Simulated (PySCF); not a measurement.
**Charge-transfer reorganisation: SMILES C(#CCN)C#CCCF, C₇H₈FN**

Geometry:
```json
{"atom": "N1", "x (Å)": "4.461", "y (Å)": "0.213", "z (Å)": "0.669"}
{"atom": "C2", "x (Å)": "3.645", "y (Å)": "-0.776", "z (Å)": "-0.065"}
{"atom": "C3", "x (Å)": "2.198", "y (Å)": "-0.531", "z (Å)": "-0.051"}
{"atom": "C4", "x (Å)": "1.003", "y (Å)": "-0.235", "z (Å)": "0.019"}
{"atom": "C5", "x (Å)": "-0.320", "y (Å)": "0.082", "z (Å)": "0.085"}
{"atom": "C6", "x (Å)": "-1.512", "y (Å)": "0.381", "z (Å)": "0.150"}
{"atom": "C7", "x (Å)": "-2.930", "y (Å)": "0.704", "z (Å)": "0.201"}
{"atom": "C8", "x (Å)": "-3.795", "y (Å)": "-0.315", "z (Å)": "-0.561"}
{"atom": "F9", "x (Å)": "-5.129", "y (Å)": "0.077", "z (Å)": "-0.466"}
{"atom": "H10", "x (Å)": "4.261", "y (Å)": "1.144", "z (Å)": "0.281"}
{"atom": "H11", "x (Å)": "4.123", "y (Å)": "0.252", "z (Å)": "1.639"}
{"atom": "H12", "x (Å)": "4.009", "y (Å)": "-0.809", "z (Å)": "-1.109"}
{"atom": "H13", "x (Å)": "3.860", "y (Å)": "-1.776", "z (Å)": "0.359"}
{"atom": "H14", "x (Å)": "-3.284", "y (Å)": "0.744", "z (Å)": "1.249"}
{"atom": "H15", "x (Å)": "-3.116", "y (Å)": "1.705", "z (Å)": "-0.233"}
{"atom": "H16", "x (Å)": "-3.506", "y (Å)": "-0.352", "z (Å)": "-1.627"}
{"atom": "H17", "x (Å)": "-3.684", "y (Å)": "-1.325", "z (Å)": "-0.124"}
```

Level of theory: UKS PBE/6-31G* four-point reorganisation energy, gas phase in PySCF. Geometry: PBE/6-31G*.

Problem. What is the inner reorganisation energy for hole transfer, with the ionisation energy?

Solution. λ = 0.313 (surface of the oxidised species) + 0.400 (surface of the starting species) = 0.713 eV. The ionisation energy is 8.02 eV vertical and 7.70 eV adiabatic without zero-point energy; at the relaxed geometry of the oxidised species the two energies differ by 7.30 eV. Largest bond changes: C7–C8 1.538 → 1.575 Å, C4–C5 1.362 → 1.339 Å, C6–C7 1.456 → 1.434 Å, C8–F9 1.393 → 1.373 Å, N1–C2 1.477 → 1.462 Å. ⟨S²⟩ of the relaxed oxidised species 0.753.
